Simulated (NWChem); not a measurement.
System: C₂H₇FOSi; SMILES COC[SiH2]F

Output (shortened):

```
             Northwest Computational Chemistry Package (NWChem) 7.3.0
             --------------------------------------------------------

 C1  symmetry detected

                             Geometry "geometry" -> ""
                             -------------------------

 Output coordinates in angstroms (scale by  1.889725989 to convert to a.u.)

  No.       Tag          Charge          X              Y              Z
 ---- ---------------- ---------- -------------- -------------- --------------
    1 C                    6.0000     0.39254350    -2.34619173     0.50792953
    2 O                    8.0000    -0.23676782    -1.58824656    -0.48197626
    3 C                    6.0000    -0.84042130    -0.40137329    -0.00759728
    4 Si                  14.0000     0.37764435     1.01625396    -0.29230719
    5 F                    9.0000    -0.19303539     2.37942208     0.39851985
    6 H                    1.0000    -0.33039335    -2.71669099     1.26156516
    7 H                    1.0000     1.18144054    -1.78128155     1.04168346
    8 H                    1.0000     0.85970682    -3.21198702     0.01793378
    9 H                    1.0000    -1.76278175    -0.22904073    -0.58855428
   10 H                    1.0000    -1.15190499    -0.48604992     1.05161288
   11 H                    1.0000     0.53824824     1.27083685    -1.75002109
   12 H                    1.0000     1.69739143     0.70322173     0.32521864

 Effective nuclear repulsion energy (a.u.)     240.8883443717

  pbe96 is a nonlocal functional; adding pw91lda local functional.

                                 NWChem DFT Module
                                 -----------------

 Summary of "ao basis" -> "ao basis" (spherical)
 ------------------------------------------------------------------------------
       Tag                 Description            Shells   Functions and Types
 ---------------- ------------------------------  ------  ---------------------
 C                           6-31g*                  6       14   3s2p1d
 O                           6-31g*                  6       14   3s2p1d
 Si                          6-31g*                  8       18   4s3p1d
 F                           6-31g*                  6       14   3s2p1d
 H                           6-31g*                  2        2   2s

            General Information
            -------------------
          SCF calculation type: DFT
          Wavefunction type:  closed shell.
          No. of atoms     :    12
          No. of electrons :    50
           Alpha electrons :    25
            Beta electrons :    25
          Charge           :     0
          Spin multiplicity:     1
          Use of symmetry is: off; symmetry adaption is: off
          Maximum number of iterations: 150
          AO basis - number of functions:    88
                     number of shells:    46
          Convergence on energy requested:  1.00D-06
          Convergence on density requested:  1.00D-05
          Convergence on gradient requested:  5.00D-04

              XC Information
              --------------
          PerdewBurkeErnzerhof Exchange Functional  1.000
            Perdew 1991 LDA Correlation Functional  1.000 local
           PerdewBurkeErnz. Correlation Functional  1.000 non-local

             Grid Information
             ----------------
          Grid used for XC integration:  fine
          Radial quadrature: Mura-Knowles
          Angular quadrature: Lebedev.
          Tag              B.-S. Rad. Rad. Pts. Rad. Cut. Ang. Pts.
          ---              ---------- --------- --------- ---------
          C                   0.70       70          11.0       590
          O                   0.60       70           9.0       590
          Si                  1.10      123          11.0       770
          F                   0.50       70          12.0       590
          H                   0.35       60          12.0       590
          Grid pruning is: on
          Number of quadrature shells:   823
          Spatial weights used:  Erf1

      Superposition of Atomic Density Guess
      -------------------------------------

 Sum of atomic energies:        -541.75212785

      Non-variational initial energy
      ------------------------------

 Total energy =    -543.823830
 1-e energy   =   -1226.502043
 2-e energy   =     441.789868
 HOMO         =      -0.287497
 LUMO         =       0.040228

     ---------------------------------------------
      Total Density - Mulliken Population Analysis
     ---------------------------------------------

    Atom       Charge   Shell Charges
 -----------   ------   -------------------------------------------------------
    1 C    6     6.24   2.00  0.70  1.85  0.63  1.01  0.06
    2 O    8     8.64   2.00  0.92  2.99  0.90  1.81  0.03
    3 C    6     6.30   2.00  0.70  1.85  0.63  1.07  0.05
    4 Si  14    13.01   2.00  2.00  5.97  0.92  1.37  0.26  0.32  0.17
    5 F    9     9.63   2.00  0.95  3.48  1.00  2.19  0.01
    6 H    1     0.82   0.48  0.34
    7 H    1     0.82   0.48  0.34
    8 H    1     0.80   0.48  0.32
    9 H    1     0.79   0.47  0.32
   10 H    1     0.79   0.47  0.32
   11 H    1     1.09   0.48  0.61
   12 H    1     1.09   0.48  0.61

   convergence    iter        energy       DeltaE   RMS-Dens  Diis-err
 ---------------- ----- ----------------- --------- --------- ---------
 d= 0,ls=0.0,diis     1   -544.4459470795 -7.85D+02  1.93D-02  8.37D-01
 d= 0,ls=0.0,diis     2   -544.3038147241  1.42D-01  1.18D-02  2.57D+00
 d= 0,ls=0.0,diis     3   -544.5330945048 -2.29D-01  2.02D-03  5.68D-02
 d= 0,ls=0.0,diis     4   -544.5365130903 -3.42D-03  8.92D-04  1.27D-02
 d= 0,ls=0.0,diis     5   -544.5377083799 -1.20D-03  3.08D-04  1.59D-03
  Resetting Diis
 d= 0,ls=0.0,diis     6   -544.5378432527 -1.35D-04  1.12D-04  1.24D-04
 d= 0,ls=0.0,diis     7   -544.5378570638 -1.38D-05  5.79D-05  6.06D-06
 d= 0,ls=0.0,diis     8   -544.5378559811  1.08D-06  3.63D-05  1.51D-05
 d= 0,ls=0.0,diis     9   -544.5378578474 -1.87D-06  5.07D-06  4.73D-07
 d= 0,ls=0.0,diis    10   -544.5378578919 -4.45D-08  1.02D-06  2.00D-08

         Total DFT energy =     -544.537857891940
      One electron energy =    -1230.307942511730
           Coulomb energy =      497.928095907055
    Exchange-Corr. energy =      -53.046355658934
 Nuclear repulsion energy =      240.888344371668

 Numeric. integr. density =       49.999980884837

                       DFT Final Molecular Orbital Analysis
                       ------------------------------------

 Vector   23  Occ=2.000000D+00  E=-2.866983D-01
              MO Center=  4.5D-01,  8.7D-01, -4.5D-01, r^2= 3.9D+00
   Bfn.  Coefficient  Atom+Function         Bfn.  Coefficient  Atom+Function
  ----- ------------  ---------------      ----- ------------  ---------------
    86      0.317890  11 H  s                65      0.300582   5 F  pz
    51     -0.261882   4 Si pz               88     -0.240812  12 H  s
    85      0.228618  11 H  s                69      0.222081   5 F  pz
    87     -0.171897  12 H  s                19      0.170537   2 O  pz
    23      0.117611   2 O  pz               64     -0.117604   5 F  py

 Vector   24  Occ=2.000000D+00  E=-2.760901D-01
              MO Center= -1.2D-01, -1.2D+00, -1.8D-01, r^2= 3.1D+00
   Bfn.  Coefficient  Atom+Function         Bfn.  Coefficient  Atom+Function
  ----- ------------  ---------------      ----- ------------  ---------------
    19      0.437580   2 O  pz               23      0.302374   2 O  pz
    20     -0.240302   2 O  s                 5     -0.209463   1 C  pz
    33     -0.189251   3 C  pz               84     -0.182206  10 H  s
    88      0.168366  12 H  s                83     -0.138108  10 H  s
    16     -0.120154   2 O  s                32     -0.114238   3 C  py

 Vector   25  Occ=2.000000D+00  E=-2.010399D-01
              MO Center= -2.1D-01, -1.1D+00, -1.5D-01, r^2= 2.5D+00
   Bfn.  Coefficient  Atom+Function         Bfn.  Coefficient  Atom+Function
  ----- ------------  ---------------      ----- ------------  ---------------
    17      0.449170   2 O  px               21      0.340020   2 O  px
    18      0.284662   2 O  py               22      0.228202   2 O  py
    78     -0.197060   7 H  s                49      0.185587   4 Si px
    76      0.182303   6 H  s                31     -0.166041   3 C  px
    48     -0.158716   4 Si s                34     -0.142520   3 C  s

 Vector   26  Occ=0.000000D+00  E=-1.202304D-02
              MO Center=  2.9D-01,  6.9D-01, -2.6D-01, r^2= 4.1D+00
   Bfn.  Coefficient  Atom+Function         Bfn.  Coefficient  Atom+Function
  ----- ------------  ---------------      ----- ------------  ---------------
    54      0.733655   4 Si py               20      0.447782   2 O  s
    66     -0.420844   5 F  s                50      0.375054   4 Si py
    36      0.284864   3 C  py               55      0.269182   4 Si pz
    53     -0.193555   4 Si px                9      0.173182   1 C  pz
    88      0.163835  12 H  s                51      0.144442   4 Si pz

 Vector   27  Occ=0.000000D+00  E= 3.889638D-02
              MO Center= -1.1D-01,  5.1D-01,  1.6D-02, r^2= 5.7D+00
   Bfn.  Coefficient  Atom+Function         Bfn.  Coefficient  Atom+Function
  ----- ------------  ---------------      ----- ------------  ---------------
    34      1.310630   3 C  s                53      0.903450   4 Si px
     6      0.597616   1 C  s                82     -0.469641   9 H  s
    55     -0.421519   4 Si pz               84     -0.408373  10 H  s
    52     -0.402915   4 Si s                54      0.397365   4 Si py
    36      0.381463   3 C  py               80     -0.303280   8 H  s

 Vector   28  Occ=0.000000D+00  E= 7.837955D-02
              MO Center=  2.5D-03,  6.4D-01, -6.2D-02, r^2= 4.0D+00
   Bfn.  Coefficient  Atom+Function         Bfn.  Coefficient  Atom+Function
  ----- ------------  ---------------      ----- ------------  ---------------
    88     -0.896232  12 H  s                55      0.846114   4 Si pz
    86      0.726541  11 H  s                82      0.713419   9 H  s
    53      0.586554   4 Si px               84     -0.424038  10 H  s
    51      0.404274   4 Si pz               35      0.372202   3 C  px
    20     -0.290081   2 O  s                49      0.260763   4 Si px

     ---------------------------------------------
      Total Density - Mulliken Population Analysis
     ---------------------------------------------

    Atom       Charge   Shell Charges
 -----------   ------   -------------------------------------------------------
    1 C    6     6.26   2.00  0.68  2.07  0.59  0.86  0.06
    2 O    8     8.40   2.00  0.90  2.91  0.95  1.62  0.03
    3 C    6     6.29   2.00  0.67  2.06  0.60  0.91  0.05
    4 Si  14    13.36   2.00  2.00  5.96  0.98  1.72  0.19  0.28  0.24
    5 F    9     9.36   2.00  0.93  3.30  1.03  2.10  0.01
    6 H    1     0.85   0.53  0.33
    7 H    1     0.85   0.53  0.33
    8 H    1     0.82   0.53  0.30
    9 H    1     0.82   0.52  0.29
   10 H    1     0.84   0.52  0.32
   11 H    1     1.07   0.51  0.56
   12 H    1     1.08   0.51  0.57

     -------------------------------------------
      Total Density - Lowdin Population Analysis
     -------------------------------------------

    Atom       Charge   Shell Charges
 -----------   ------   -------------------------------------------------------
    1 C    6     6.24   1.99  0.55  1.86  0.44  1.27  0.12
    2 O    8     8.21   1.99  0.84  2.77  0.65  1.89  0.07
    3 C    6     6.31   1.99  0.56  1.87  0.45  1.34  0.11
    4 Si  14    13.54   2.00  1.98  5.88  0.68  1.58  0.37  0.71  0.35
    5 F    9     9.26   1.99  0.93  3.17  0.86  2.28  0.02
    6 H    1     0.89   0.50  0.39
    7 H    1     0.89   0.50  0.38
    8 H    1     0.86   0.50  0.36
    9 H    1     0.85   0.49  0.36
   10 H    1     0.86   0.49  0.37
   11 H    1     1.04   0.50  0.54
   12 H    1     1.05   0.50  0.55

     Multipole analysis of the density
     ---------------------------------

     L   x y z        total         alpha         beta         nuclear
     -   - - -        -----         -----         ----         -------
     0   0 0 0     -0.000000    -25.000000    -25.000000     50.000000

     1   1 0 0     -0.005576     -0.002788     -0.002788      0.000000
     1   0 1 0     -0.547761     -0.273880     -0.273880     -0.000000
     1   0 0 1      0.292328      0.146164      0.146164      0.000000

     2   2 0 0    -27.123816    -45.330150    -45.330150     63.536485
     2   1 1 0     -0.572180      0.394946      0.394946     -1.362071
     2   1 0 1      0.042126     -0.291873     -0.291873      0.625872
     2   0 2 0    -29.978671   -270.064486   -270.064486    510.150300
     2   0 1 1     -2.444128      6.535293      6.535293    -15.514714
     2   0 0 2    -28.380725    -37.991293    -37.991293     47.601861

            General Information
            -------------------
          SCF calculation type: DFT
          Wavefunction type:  closed shell.
          No. of atoms     :    12
          No. of electrons :    50
           Alpha electrons :    25
            Beta electrons :    25
          Charge           :     0
          Spin multiplicity:     1
          Use of symmetry is: off; symmetry adaption is: off
          Maximum number of iterations: 150
          AO basis - number of functions:    88
                     number of shells:    46
          Convergence on energy requested:  1.00D-06
          Convergence on density requested:  1.00D-05
          Convergence on gradient requested:  5.00D-04

              XC Information
              --------------
          PerdewBurkeErnzerhof Exchange Functional  1.000
            Perdew 1991 LDA Correlation Functional  1.000 local
           PerdewBurkeErnz. Correlation Functional  1.000 non-local

             Grid Information
             ----------------
          Grid used for XC integration:  fine
          Radial quadrature: Mura-Knowles
          Angular quadrature: Lebedev.
          Tag              B.-S. Rad. Rad. Pts. Rad. Cut. Ang. Pts.
          ---              ---------- --------- --------- ---------
          C                   0.70       70          11.0       590
          O                   0.60       70           9.0       590
          Si                  1.10      123          11.0       770
          F                   0.50       70          12.0       590
          H                   0.35       60          12.0       590
          Grid pruning is: on
          Number of quadrature shells:   823
          Spatial weights used:  Erf1

[...]

                         DFT ENERGY GRADIENTS

    atom               coordinates                        gradient
                 x          y          z           x          y          z
   1 C       0.741800  -4.433659   0.959848   -0.005689   0.004810  -0.009668
   2 O      -0.447426  -3.001351  -0.910803    0.001066   0.006000   0.017682
   3 C      -1.588166  -0.758486  -0.014357    0.005660  -0.008095  -0.005395
   4 Si      0.713644   1.920442  -0.552380    0.000120  -0.004228  -0.002236
   5 F      -0.364784   4.496456   0.753093    0.000741  -0.002827  -0.001128
   6 H      -0.624353  -5.133802   2.384012    0.001774   0.000660  -0.002003
   7 H       2.232599  -3.366134   1.968496   -0.001726  -0.001278  -0.001327
   8 H       1.624610  -6.069775   0.033890   -0.000431   0.001072   0.001673
   9 H      -3.331174  -0.432824  -1.112206    0.001520   0.000824   0.001327
  10 H      -2.176785  -0.918501   1.987260    0.000921   0.000598  -0.002063
  11 H       1.017142   2.401533  -3.307060   -0.000702   0.000449   0.003738
  12 H       3.207605   1.328896   0.614574   -0.003255   0.002014  -0.000600
```

Level: PBE/6-31G* (spherical d). Geometry: optimised at PBE0/def2-SVP. Not confirmed as a minimum by frequencies.

Question: Write an input that gives this output.

Answer: This is not unique; one that fits is the input that was run:
```
start job
memory heap 200 mb stack 900 mb global 1100 mb
geometry units angstroms noautoz
  C      0.534509    -2.307672     0.403636
  O     -0.206954    -1.527944    -0.486692
  C     -0.772517    -0.368120     0.090411
  Si     0.389009     1.078905    -0.272062
  F     -0.123063     2.408226     0.522817
  H     -0.098863    -2.715504     1.216278
  H      1.368145    -1.747489     0.870135
  H      0.958378    -3.148462    -0.163238
  H     -1.753818    -0.192290    -0.382971
  H     -0.968083    -0.493498     1.173071
  H      0.389776     1.384810    -1.728756
  H      1.771191     0.768063     0.190550
end
basis spherical
  C library 6-31g*
  O library 6-31g*
  Si library 6-31g*
  F library 6-31g*
  H library 6-31g*
end
dft
  xc xpbe96 cpbe96
  grid fine
  iterations 150
  mulliken
end
task dft gradient
```
